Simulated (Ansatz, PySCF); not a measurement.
Dimer: CH4 (SMILES C) (first 5 atoms) with C3H4 (SMILES C=C=C); geometry from B3LYP-D3(BJ)/def2-TZVP.
(charge 0, multiplicity 1):
```xyz
12

C     -0.204    -0.044    -0.291
H      0.372    -0.099    -1.213
H     -0.758     0.894    -0.267
H     -0.902    -0.880    -0.252
H      0.468    -0.091     0.564
C      1.435    -0.046     3.655
C      0.145     0.032     3.512
C     -1.144     0.109     3.362
H      1.934    -1.002     3.761
H      2.054     0.844     3.674
H     -1.595     0.092     2.377
H     -1.806     0.193     4.216
```

Basis-set superposition error: the interaction energy with monomers in their own basis, and in the dimer's basis (counterpoise).

Programs: Ansatz (Gaussian basis) for Hartree–Fock, density functionals and correlated methods; PySCF for 6-31G* rows. Values without a source in brackets are computed.

```csv
level,uncorrected (meV),counterpoise (meV),difference
HF/6-31G*,8.6,25.9,17.3
HF/aug-cc-pVDZ,14.8,28.1,13.3
r2SCAN/def2-TZVPPD,-25.2,-23.4,1.8
B3LYP/6-31G*,-10.4,13.7,24.1
wB97X-V/def2-TZVPPD,-42.9,-41.1,1.8
wB97M-V/def2-TZVPPD,-41.1,-38.4,2.7
B2PLYP/def2-TZVPPD,-12.7,-7.0,5.7
MP2/6-31G*,-37.7,-6.3,31.4
CCSD/aug-cc-pVDZ,-62.7,-24.9,37.8
CCSD(T)/aug-cc-pVDZ,-74.8,-33.8,41.0
```

The error is largest for CCSD(T)/aug-cc-pVDZ (41.0 meV) and smallest for r2SCAN/def2-TZVPPD (1.8 meV).

Ansatz is a quantum-chemistry and plane-wave program.
